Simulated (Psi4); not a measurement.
iminoborane (H$_{2}$BN), singlet, at a GFN2-xTB geometry; B3LYP/def2-SVP in Psi4.

Input for Psi4:
```
memory 2 GB

molecule mol {
0 1
B     0.697434    0.017586    0.015856
N    -0.541988   -0.010755   -0.010437
H     1.836800    0.040376    0.037915
H    -1.530057   -0.053021   -0.044133
}

set {
  basis def2-svp
  reference rks
}

energy('b3lyp')
print_variables()
```

Task: Predict the main parts of the log of this Psi4 run.

Result: 
```
   => Loading Basis Set <=

    Name: DEF2-SVP
    Role: ORBITAL
    Keyword: BASIS

         ---------------------------------------------------------
                                   SCF
               by Justin Turney, Rob Parrish, Andy Simmonett
                          and Daniel G. A. Smith
                              RKS Reference
         ---------------------------------------------------------

  ==> Geometry <==

    Molecular point group: c1
    Full point group: C1

    Geometry (in Angstrom), charge = 0, multiplicity = 1:

       Center              X                  Y                   Z               Mass
    ------------   -----------------  -----------------  -----------------  -----------------
         B            0.682711910258     0.016466324010     0.015036598556    11.009305360000
         N           -0.556710089742    -0.011874675990    -0.011256401444    14.003074004430
         H            1.822077910258     0.039256324010     0.037095598556     1.007825032230
         H           -1.544779089742    -0.054140675990    -0.044952401444     1.007825032230

  Running in c1 symmetry.

  Rotational constants: A =  34861.11510  B =      1.10622  C =      1.10619 [cm^-1]
  Rotational constants: A = 1045109938.32767  B =  33163.66049  C =  33162.60817 [MHz]
  Nuclear repulsion =   23.901259343536950

  Charge       = 0
  Multiplicity = 1
  Electrons    = 14
  Nalpha       = 7
  Nbeta        = 7

  ==> Algorithm <==

  SCF Algorithm Type is DF.
  DIIS enabled.
  MOM disabled.
  Fractional occupation disabled.
  Guess Type is SAD.
  Energy threshold   = 1.00e-06
  Density threshold  = 1.00e-06
  Integral threshold = 1.00e-12

  ==> Primary Basis <==

  Basis Set: DEF2-SVP
    Blend: DEF2-SVP
    Number of shells: 18
    Number of basis functions: 38
    Number of Cartesian functions: 40
    Spherical Harmonics?: true
    Max angular momentum: 2

  ==> DFT Potential <==

   => LibXC <=

    Version 7.1.2
    S. Lehtola, C. Steigemann, M. J. T. Oliveira, and M. A. L. Marques,  SoftwareX 7, 1–5 (2018) (10.1016/j.softx.2017.11.002)

   => Composite Functional: B3LYP <=

    B3LYP Hyb-GGA Exchange-Correlation Functional

    P. J. Stephens, F. J. Devlin, C. F. Chabalowski, and M. J. Frisch,  J. Phys. Chem. 98, 11623 (1994) (10.1021/j100096a001)

    Deriv               =              1
    GGA                 =           TRUE
    Meta                =          FALSE

    Exchange Hybrid     =           TRUE
    MP2 Hybrid          =          FALSE

   => Exchange Functionals <=

    0.0800   Slater exchange
    0.7200         Becke 88

   => Exact (HF) Exchange <=

    0.2000               HF

   => Correlation Functionals <=

    0.1900   Vosko, Wilk & Nusair (VWN5_RPA)
    0.8100   Lee, Yang & Parr

   => LibXC Density Thresholds  <==

    XC_HYB_GGA_XC_B3LYP:  1.00E-15

   => Molecular Quadrature <=

    Radial Scheme          =       TREUTLER
    Pruning Scheme         =           NONE
    Nuclear Scheme         =       TREUTLER

    Blocking Scheme        =         OCTREE
    BS radius alpha        =              1
    Pruning alpha          =              1
    Radial Points          =             75
    Spherical Points       =            302
    Total Points           =          87336
    Total Blocks           =            716
    Max Points             =            255
    Max Functions          =             38
    Weights Tolerance      =       1.00E-15

   => Loading Basis Set <=

    Name: (DEF2-SVP AUX)
    Role: JKFIT
    Keyword: DF_BASIS_SCF

  ==> Integral Setup <==

  SCF_SUBTYPE=INCORE selected. In-core MEM_DF algorithm will be used.
  Using in-core AOs.

  ==> MemDFJK: Density-Fitted J/K Matrices <==

    J tasked:                   Yes
    K tasked:                   Yes
    wK tasked:                   No
    Algorithm:                 Core
    Schwarz Cutoff:           1E-12
    Mask sparsity (%):       0.0000
    Fitting Condition:        1E-10

   => Auxiliary Basis Set <=

  Basis Set: (DEF2-SVP AUX)
    Blend: DEF2-UNIVERSAL-JKFIT
    Number of shells: 62
    Number of basis functions: 188
    Number of Cartesian functions: 222
    Spherical Harmonics?: true
    Max angular momentum: 4

  Minimum eigenvalue in the overlap matrix is 7.6621668625E-03.
  Reciprocal condition number of the overlap matrix is 1.8700864897E-03.
    Using symmetric orthogonalization.

  ==> Pre-Iterations <==

  SCF Guess: Superposition of Atomic Densities via on-the-fly atomic UHF (no occupation information).

   -------------------------
    Irrep   Nso     Nmo
   -------------------------
     A         38      38
   -------------------------
    Total      38      38
   -------------------------

  ==> Iterations <==

                           Total Energy        Delta E     RMS |[F,P]|

   @DF-RKS iter SAD:   -80.15287495562536   -8.01529e+01   0.00000e+00
   @DF-RKS iter   1:   -80.48569946920853   -3.32825e-01   1.99559e-02 DIIS/ADIIS
   @DF-RKS iter   2:   -79.68573347010505    7.99966e-01   3.56373e-02 DIIS/ADIIS
   @DF-RKS iter   3:   -80.73127666342938   -1.04554e+00   3.88173e-03 DIIS/ADIIS
   @DF-RKS iter   4:   -80.74501199857291   -1.37353e-02   1.35977e-03 DIIS/ADIIS
   @DF-RKS iter   5:   -80.74650538211911   -1.49338e-03   1.38764e-04 DIIS/ADIIS
   @DF-RKS iter   6:   -80.74652152669810   -1.61446e-05   3.29782e-05 DIIS
   @DF-RKS iter   7:   -80.74652223094162   -7.04244e-07   4.13622e-06 DIIS
   @DF-RKS iter   8:   -80.74652224255505   -1.16134e-08   2.70713e-07 DIIS
  Energy and wave function converged.

  ==> Post-Iterations <==

   Electrons on quadrature grid:
      Ntotal   =   13.9999998204 ; deviation = -1.796e-07

    Orbital Energies [Eh]
    ---------------------

    Doubly Occupied:

[...]
       7A     -0.297594

    Virtual:

[...]
      38A      3.816831

    Final Occupation by Irrep:
              A
    DOCC [     7 ]
    NA   [     7 ]
    NB   [     7 ]

  @DF-RKS Final Energy:   -80.74652224255505

   => Energetics <=

    Nuclear Repulsion Energy =             23.9012593435369496
    One-Electron Energy =                -155.5521162584295212
    Two-Electron Energy =                  60.3645621428315096
    DFT Exchange-Correlation Energy =      -9.4602274704939600
    Empirical Dispersion Energy =           0.0000000000000000
    VV10 Nonlocal Energy =                  0.0000000000000000
    Total Energy =                        -80.7465222425550309

Computation Completed

Properties will be evaluated at   0.000000,   0.000000,   0.000000 [a0]

Properties computed using the SCF density matrix

 Multipole Moments:

 ------------------------------------------------------------------------------------
     Multipole            Electronic (a.u.)      Nuclear  (a.u.)        Total (a.u.)
 ------------------------------------------------------------------------------------

 L = 1.  Multiply by 2.5417464519 to convert [e a0] to [Debye]
 Dipole X            :          0.2619729           -0.3894957           -0.1275228
 Dipole Y            :          0.0156311           -0.0296223           -0.0139912
 Dipole Z            :          0.0117976           -0.0216726           -0.0098749
 Magnitude           :                                                    0.1286676

 ------------------------------------------------------------------------------------

  Variable Map:
  ----------------------------------------------------------------------------
[...]
  Array Variable Map:
  ----------------------------------------------------------------------------
[...]
[...]
```
